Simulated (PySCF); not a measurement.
Fractional electron number in S⁺ (sulfur, charge +1)

The 3p alpha orbital of [Ne] 3s2 3p3 is emptied in steps (occupation f), with all orbitals relaxed, ending at [Ne] 3s2 3p2. Computed with PySCF 2.14 in x2c-TZVPall, with the spin-free X2C one-electron Hamiltonian (Gaussian nucleus). The exact energy is a straight line in f; departures are measured from the line between the end points of the same method.

Q: Among UHF, LDA, PBE, PBE0, r2SCAN, LC-wPBE, BHandHLYP, wB97X, BLYP, M06-2X, which shows the largest delocalisation error (convex curve), and which is closest to linear?

A: Most convex: LDA (-1.388 eV at f = 0.5); closest to linear: UHF (0.179 eV).

```json
{"f": "1", "UHF (eV)": "0.000", "LDA (eV)": "0.000", "PBE (eV)": "0.000", "PBE0 (eV)": "0.000", "r2SCAN (eV)": "0.000", "LC-wPBE (eV)": "0.000", "BHandHLYP (eV)": "0.000", "wB97X (eV)": "0.000", "BLYP (eV)": "0.000", "M06-2X (eV)": "0.000"}
{"f": "0.9", "UHF (eV)": "0.067", "LDA (eV)": "-0.496", "PBE (eV)": "-0.485", "PBE0 (eV)": "-0.350", "r2SCAN (eV)": "-0.451", "LC-wPBE (eV)": "-0.090", "BHandHLYP (eV)": "-0.217", "wB97X (eV)": "-0.122", "BLYP (eV)": "-0.489", "M06-2X (eV)": "-0.236"}
{"f": "0.7", "UHF (eV)": "0.153", "LDA (eV)": "-1.162", "PBE (eV)": "-1.133", "PBE0 (eV)": "-0.814", "r2SCAN (eV)": "-1.046", "LC-wPBE (eV)": "-0.206", "BHandHLYP (eV)": "-0.507", "wB97X (eV)": "-0.280", "BLYP (eV)": "-1.143", "M06-2X (eV)": "-0.557"}
{"f": "0.5", "UHF (eV)": "0.179", "LDA (eV)": "-1.388", "PBE (eV)": "-1.348", "PBE0 (eV)": "-0.967", "r2SCAN (eV)": "-1.233", "LC-wPBE (eV)": "-0.241", "BHandHLYP (eV)": "-0.602", "wB97X (eV)": "-0.327", "BLYP (eV)": "-1.362", "M06-2X (eV)": "-0.667"}
{"f": "0.3", "UHF (eV)": "0.148", "LDA (eV)": "-1.168", "PBE (eV)": "-1.130", "PBE0 (eV)": "-0.808", "r2SCAN (eV)": "-1.024", "LC-wPBE (eV)": "-0.197", "BHandHLYP (eV)": "-0.505", "wB97X (eV)": "-0.267", "BLYP (eV)": "-1.143", "M06-2X (eV)": "-0.549"}
{"f": "0.1", "UHF (eV)": "0.063", "LDA (eV)": "-0.501", "PBE (eV)": "-0.482", "PBE0 (eV)": "-0.344", "r2SCAN (eV)": "-0.434", "LC-wPBE (eV)": "-0.082", "BHandHLYP (eV)": "-0.216", "wB97X (eV)": "-0.111", "BLYP (eV)": "-0.488", "M06-2X (eV)": "-0.226"}
{"f": "0", "UHF (eV)": "0.000", "LDA (eV)": "0.000", "PBE (eV)": "0.000", "PBE0 (eV)": "0.000", "r2SCAN (eV)": "0.000", "LC-wPBE (eV)": "0.000", "BHandHLYP (eV)": "0.000", "wB97X (eV)": "0.000", "BLYP (eV)": "0.000", "M06-2X (eV)": "0.000"}
```

```csv
method,E(f=0) − E(f=1) (eV),−ε at f=1 (eV),−ε at f=0.5 (eV)
UHF,22.706,23.453,22.692
LDA,23.392,17.890,23.374
PBE,23.314,17.927,23.324
PBE0,23.377,19.492,23.395
r2SCAN,23.499,18.472,23.567
LC-wPBE,23.475,22.476,23.502
BHandHLYP,23.129,20.714,23.135
wB97X,23.238,21.881,23.278
BLYP,23.015,17.586,23.016
M06-2X,23.172,20.569,23.186
```

Reference removal energy between the ground levels: 23.338 eV (measured; NIST Atomic Spectra Database, ionization energies). The calculation has no spin-orbit coupling. UHF lacks correlation.
